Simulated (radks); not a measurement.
Ge XXXI, configuration 1s1 5p1 (not the ground configuration).

Calculated with a radial shooting solver on a logarithmic mesh with Libxc functionals: scalar-relativistic Kohn-Sham, PBE, spin-polarised, spherical densities, finite nucleus; open shells are filled with parallel spins first; Fermi nuclear charge, rms radius 4.0742 fm.

Energy parts (Ry):
part                       energy
total                 -1076.97931
kinetic                1106.70555
electron-nucleus      -2186.20631
Hartree                  23.65581
exchange-correlation    -21.13435

Orbitals (lengths in bohr, moments of r in powers of bohr):
orbital,occ.,eigenvalue (Ry),<1/r>,<r^2>
1s up,1,-1020.620,32.90,0.002844
5p up,1,-38.49411,1.258,1.519

The highest occupied level is 5p up at -523.74 eV. Spin moment in Bohr magnetons: 2.
